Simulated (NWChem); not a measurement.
System: C2H4BFO2; SMILES FB1OCCO1

```xyz
10

F      0.0000     0.0000    -2.0832
B      0.0000     0.0000    -0.7664
O      0.0153    -1.1452    -0.0320
C      0.1130    -0.7639     1.3296
C     -0.1130     0.7639     1.3296
O     -0.0153     1.1452    -0.0320
H     -0.6380    -1.3051     1.9250
H      1.1108    -1.0372     1.7121
H      0.6380     1.3051     1.9250
H     -1.1108     1.0372     1.7121
```
Atoms are numbered in this order, from 1.

Level: PBE0/def2-SVP (NWChem), optimised geometry, unscaled harmonic frequencies. 

```
frequency (cm⁻¹)  IR intensity (km/mol)
----------------  ---------------------
93                                  0.0
196                                 2.6
403                                 0.8
603                                 0.1
673                                61.6
716                                 6.2
857                                 3.0
894                                14.6
969                                 3.3
1104                               19.5
1148                               85.5
1159                               45.5
1243                                3.6
1251                                2.5
1279                              123.7
1387                               23.9
1458                              118.8
1503                              122.7
1516                               69.5
1545                              436.1
3068                               31.5
3072                               41.4
3125                                7.5
3140                               33.8
```

```yaml
zero_point_energy: 46.3 kcal/mol
thermal correction to the enthalpy at 298.15 K (with zero-point energy): 50.1 kcal/mol
heat capacity Cv: 17.1 cal/(mol K)
entropy at 298.15 K and 1 atm (symmetry number 2): 72.5 cal/(mol K)
dipole_moment: 3.29 D
```

Rigid rotor and harmonic oscillator; modes under 100 cm⁻¹ make the entropy uncertain.
